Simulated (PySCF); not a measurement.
Compound: [NbCl6]- (charge -1 and singlet state).
SMILES: `[Cl][Nb-]([Cl])([Cl])([Cl])([Cl])[Cl]`

The calculation used PBE0-D3(BJ)/def2-SVP geometry optimisation, gas phase, def2 core potentials past Kr (PySCF).

Masses are those of the commonest isotopes; rigid-rotor values at the optimised geometry. 

(1) What are A, B and C (cm⁻¹)?

(2) What kind of rotor is it?

## Answers

(1) Ia = 780.06, Ib = 780.38, Ic = 780.79 u·Å²; 505379 MHz·u·Å²/I gives 647.9, 647.6 and 647.3 MHz, that is A = 0.02161, B = 0.02160, C = 0.02159 cm⁻¹.

(2) A spherical top, as the point group Oh requires three equal moments; the computed ones differ by 0.09 % because the geometry is symmetric only within the optimiser's tolerance.

The point group Oh allows no dipole (computed: 0.01 D (about the centre of mass, as the species is charged)), so a rigid rotor has no electric-dipole lines.

Problem. Estimate the classical rotational partition function at 10 K, 100 K and 500 K.

Solution. Point group Oh, symmetry number σ = 24; q = (√π/σ)·√((kT/h)³/(ABC)), k/h = 20836.6 MHz/K: 426 at 10 K, 13500 at 100 K, 151000 at 500 K.

Not checked by PBE0-D3(BJ)/def2-SVP frequencies. The geometry's basis has no diffuse functions, a weakness for an anion. No vibrational averaging or centrifugal distortion is included, and the geometry carries the error of its method.
